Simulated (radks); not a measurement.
Results of a calculation; reference values are marked as such.
Bi37+, 46 electrons, occupied as [Kr] 4d10. Code: a radial shooting solver on a logarithmic mesh with Libxc functionals. Model: scalar-relativistic Kohn-Sham, r2SCAN, spin-polarised, spherical densities, finite nucleus; meta-GGA in the generalised Kohn-Sham scheme; Fermi nuclear charge, rms radius 5.5211 fm.

Radial electron density D(r) = 4 pi r^2 rho(r):

```
   r/bohr * D(r) (the largest magnitude, 158, reaches the edge; | marks zero)
 0.001247 |     *
 0.001598 |        *
 0.002031 |           *
 0.002582 |               *
 0.003283 |                    *
 0.004173 |                         *
 0.005305 |                               *
 0.006744 |                                   *
 0.008573 |                                       *
  0.01099 |                                       *
  0.01397 |                                      *
  0.01775 |                                   *
  0.02257 |                                   *
  0.02869 |                                        *
  0.03648 |                                                *
  0.04637 |                                                      *
  0.05895 |                                                    *
  0.07554 |                                            *
  0.09603 |                                            *
   0.1221 |                                                 *
   0.1552 |                                              *
   0.1973 |                             *
   0.2508 |                    *
   0.3188 |                       *
   0.4053 |                    *
   0.5194 |        *
   0.6603 | *
   0.8394 *
    1.067 *
```

D(r) has 4 maxima, at r = 0.0104, 0.0490, 0.131, 0.340 bohr, and minima at 0.0202, 0.0872, 0.253 bohr, inside which lie 1.87, 11.09, 28.95 electrons.
